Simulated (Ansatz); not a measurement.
Consider the hydrogenolysis of the Si–O bond: `CC[Si]O` + H₂ → `CC[SiH]` + H₂O.

Isolated molecules relaxed with PBE0-D4/def2-TZVP in Ansatz; ΔE leaves out vibrations. CCSD(T)/CBS is the MP2 limit (def2-TZVPP, def2-QZVPP) plus CCSD(T) − MP2 in def2-TZVPP, frozen cores. This one scheme is used for every species. Functionals use def2-TZVPP. One conformer a species, not always the lowest.

Task: Is it downhill or uphill in electronic energy at CCSD(T)/CBS, and by how much? (Best estimate.)

Result: Computed: Uphill: ΔE = +123.3 kJ/mol.

Task: What do these levels give: r2SCAN0-D4, r2SCAN, HF/def2-SVP, MP2/def2-SVP, MP2/def2-QZVPP, SCS-MP2/def2-QZVPP? (Best estimate.)

Result: Ansatz gave: r2SCAN0-D4 127.7, r2SCAN 133.4, HF/def2-SVP 93.0, MP2/def2-SVP 120.9, MP2/def2-QZVPP 131.9, SCS-MP2/def2-QZVPP 126.7 kJ/mol.

Largest T1 diagnostic among the species: 0.013.

In def2-TZVPP, CCSD(T) changes the Hartree–Fock value by +15.6 kJ/mol (the triples alone add +5.0 kJ/mol) and MP2 by +24.2 kJ/mol. Leaving LDA and LC-ωPBE aside and taking each functional with its dispersion term where it has one, the values, not all of them listed here, spread over 13.0 kJ/mol, from HSE06-D4 to r2SCAN-D4. LDA lies +10.3 kJ/mol from PBE without D4.
